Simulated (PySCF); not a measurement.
Species: C2H7BGeO3.
Bonds: C1–C2 (double), C2–O3, O3–Ge4, C2–B5, B5–O6, B5–O7. Hydrogens: H8, H9 on C1; H10, H11, H12 on Ge4; H13 on O6; H14 on O7.

All values: wB97X-D/def2-SVPD (PySCF, non-relativistic), on one gas-phase PBE0-D3(BJ)/def2-SVP geometry that isn't relaxed in the solvent. The solvent is an IEF-PCM continuum (cavity from Bondi-type radii × 1.2), and excitations are vertical TDDFT with non-equilibrium linear response and a frozen core. The model holds no explicit solvent molecules, cavitation or dispersion. Spin–orbit coupling is left out although an atom past zinc is present.

Gas-phase singlets (H = HOMO, L = LUMO):

```csv
state,E (eV),λ (nm),f,leading configurations
S1,5.708,217,0.280,H→L 98%
S2,6.000,207,0.011,"H→L+1 73%, H→L+2 12%"
S3,6.406,194,0.000,H-1→L 90%
S4,6.634,187,0.014,"H→L+3 41%, H→L+2 39%, H→L+1 8%"
S5,7.034,176,0.010,"H→L+3 50%, H→L+2 36%"
```

Q: How does the list change in acetone (ε = 20.49)?

A: 
| state | E (eV) | λ (nm) | f | leading configurations | change by rank (eV) |
| --- | --- | --- | --- | --- | --- |
| S1 | 5.655 | 219 | 0.346 | H→L 98% | -0.053 |
| S2 | 6.152 | 202 | 0.016 | H→L+1 70%, H→L+2 14% | +0.152 |
| S3 | 6.470 | 192 | 0.000 | H-1→L 89%, H-3→L 9% | +0.064 |
| S4 | 6.839 | 181 | 0.035 | H→L+2 50%, H→L+3 15%, H→L+1 15% | +0.205 |
| S5 | 7.247 | 171 | 0.006 | H→L+3 60%, H→L+2 24% | +0.213 |

Q: The ground-state energy changes by -0.299 eV from gas to acetone. By how much does the total energy of gas-phase S1 change?

A: E(S1) = E(S0) + excitation energy, so it changes by -0.299 − 0.053 = -0.352 eV: it is lowered more than the ground state, which is what a red shift means. This is the vertical state, with the slow part of the continuum still set for S0.

Q: How do the frontier levels move from gas to acetone?

A: 
```json
{"orbital": "LUMO+2", "gas (eV)": "1.79", "solvent (eV)": "1.87", "change (eV)": "+0.08", "Löwdin shares, gas": "Ge4 46 %, H12 12 %, H11 12 %, H10 11 %", "Löwdin shares, solvent": "Ge4 46 %, H12 12 %, H11 12 %, H10 12 %"}
{"orbital": "LUMO+1", "gas (eV)": "1.40", "solvent (eV)": "1.56", "change (eV)": "+0.16", "Löwdin shares, gas": "B5 44 %, O7 10 %, O6 10 %, Ge4 8 %", "Löwdin shares, solvent": "B5 45 %, Ge4 13 %, O6 8 %, O7 7 %"}
{"orbital": "LUMO", "gas (eV)": "1.27", "solvent (eV)": "1.25", "change (eV)": "-0.02", "Löwdin shares, gas": "C1 26 %, C2 25 %, B5 18 %, O7 8 %", "Löwdin shares, solvent": "C1 27 %, C2 26 %, B5 17 %, O7 8 %"}
{"orbital": "HOMO", "gas (eV)": "-8.48", "solvent (eV)": "-8.58", "change (eV)": "-0.10", "Löwdin shares, gas": "C1 34 %, O3 27 %, C2 22 %", "Löwdin shares, solvent": "C1 34 %, O3 26 %, C2 22 %"}
{"orbital": "HOMO-1", "gas (eV)": "-10.18", "solvent (eV)": "-10.27", "change (eV)": "-0.09", "Löwdin shares, gas": "O3 42 %, C2 14 %, Ge4 11 %, B5 9 %", "Löwdin shares, solvent": "O3 38 %, C2 14 %, Ge4 12 %, B5 9 %"}
{"orbital": "HOMO-2", "gas (eV)": "-11.32", "solvent (eV)": "-11.30", "change (eV)": "+0.02", "Löwdin shares, gas": "Ge4 30 %, H11 19 %, H12 18 %, O6 9 %", "Löwdin shares, solvent": "Ge4 26 %, H12 16 %, H11 16 %, O6 15 %"}
{"orbital": "HOMO-3", "gas (eV)": "-11.39", "solvent (eV)": "-11.40", "change (eV)": "-0.01", "Löwdin shares, gas": "Ge4 32 %, H10 26 %, O3 8 %, O7 8 %", "Löwdin shares, solvent": "Ge4 30 %, H10 25 %, O3 9 %, O7 8 %"}
```

The HOMO–LUMO gap goes from 9.76 to 9.84 eV.

The values belong to the conformer `[CH2:1]=[C:2]([O:3][GeH3:4])[B:5]([OH:6])[OH:7]`: C1–C2–O3–Ge4 180°, C1–C2–B5–O6 2°, H–O6–B5–C2 1°, H–O7–B5–C2 180°.

wB97X-D is run here without its empirical dispersion term; that term would change no orbital, density or response property at a fixed geometry.
